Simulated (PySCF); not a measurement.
Sn(Me)2(Cl)2 anion (C₂H₆Cl₂Sn), SMILES [CH3][Sn]([CH3])([Cl])[Cl] (connectivity only; charge and spin as stated), charge -1, multiplicity 2. Atoms are numbered in the order given.

```xyz
11

C      0.0001    -1.1940     1.7418
Sn     0.0000     0.1176     0.0000
C      0.0001    -1.1940    -1.7418
Cl    -2.5893     0.4980     0.0000
Cl     2.5891     0.4981     0.0000
H      0.9017    -1.8216     1.7039
H      0.0053    -0.6080     2.6701
H     -0.9064    -1.8148     1.7093
H      0.0053    -0.6080    -2.6701
H      0.9017    -1.8216    -1.7039
H     -0.9064    -1.8148    -1.7093
```
Charge -1, spin multiplicity 2.

Coordinates come from a PBE0-D3(BJ)/def2-SVPD optimisation. The multiplicity is an assumed one; no other spin state was optimised. The isomer is the one that the SMILES or the coordinates give; other isomers of the formula were not compared. The def2 effective core potentials stand for the cores of Sn; spin–orbit coupling is left out.

All values below come from PBE0/def2-SVPD (PySCF).

Isolated molecule, no solvent.

**Question.** Estimate the frontier levels, dipole moment and polarisability. (The exact figures need the calculation; the answer reports its results.)

**Answer.** 
- α spin, highest occupied and lowest empty level: -1.32 and 3.53 eV
- β spin, highest occupied and lowest empty level: -3.43 and 1.25 eV
- dipole moment about the centre of nuclear charge: 1.94 D
- mean static polarisability: 122.1 bohr³ (18.09 Å³)
- polarisability, principal values: 102.0, 114.7, 149.6 bohr³
- ⟨S²⟩: 0.752 (pure state 0.75)
